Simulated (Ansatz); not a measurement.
CH₄F₂SSn (`C[S][SnH]([F])[F]`) at its PBE0-D4/def2-TZVP geometry, where that method's forces vanish. The species carries charge 0 and has multiplicity 1. Sn takes the def2 core potential.

```
atom    x (Å)    y (Å)    z (Å)
  C1   0.2363  -1.5871   0.0883
  S2  -0.8694  -0.6649  -1.0307
 Sn3  -0.3914   1.5072  -0.2684
  F4  -0.6670   1.5323   1.6233
  F5   1.5050   1.7402  -0.3361
  H6   1.2755  -1.3044  -0.0690
  H7  -0.0477  -1.4379   1.1284
  H8   0.1063  -2.6370  -0.1725
  H9  -1.1475   2.8516  -0.9633
```

Question: For each bond, give half the difference of the two atoms' forces along it (eV/Å; positive pushes the atoms apart) under PBE-D4, r2SCAN-D4, B3LYP-D4, ωB97M-V in def2-TZVPP. (Best estimate.)

Answer: The calculation gave: 
```json
{"bond": "C1–S2", "length (Å)": "1.824", "PBE-D4": "0.14", "r2SCAN-D4": "0.18", "B3LYP-D4": "0.29", "ωB97M-V": "0.15"}
{"bond": "C1–H6", "length (Å)": "1.088", "PBE-D4": "0.10", "r2SCAN-D4": "-0.05", "B3LYP-D4": "-0.09", "ωB97M-V": "-0.08"}
{"bond": "C1–H7", "length (Å)": "1.088", "PBE-D4": "0.10", "r2SCAN-D4": "-0.05", "B3LYP-D4": "-0.09", "ωB97M-V": "-0.08"}
{"bond": "C1–H8", "length (Å)": "1.090", "PBE-D4": "0.12", "r2SCAN-D4": "-0.03", "B3LYP-D4": "-0.10", "ωB97M-V": "-0.07"}
{"bond": "S2–Sn3", "length (Å)": "2.351", "PBE-D4": "0.09", "r2SCAN-D4": "0.04", "B3LYP-D4": "0.14", "ωB97M-V": "-0.05"}
{"bond": "Sn3–F4", "length (Å)": "1.912", "PBE-D4": "0.52", "r2SCAN-D4": "0.10", "B3LYP-D4": "0.28", "ωB97M-V": "0.05"}
{"bond": "Sn3–F5", "length (Å)": "1.912", "PBE-D4": "0.52", "r2SCAN-D4": "0.10", "B3LYP-D4": "0.28", "ωB97M-V": "0.05"}
{"bond": "Sn3–H9", "length (Å)": "1.692", "PBE-D4": "-0.08", "r2SCAN-D4": "-0.06", "B3LYP-D4": "-0.14", "ωB97M-V": "-0.13"}
```

B3LYP here is the variant with VWN-RPA as its local correlation; programs differ in this.

Computed with Ansatz.
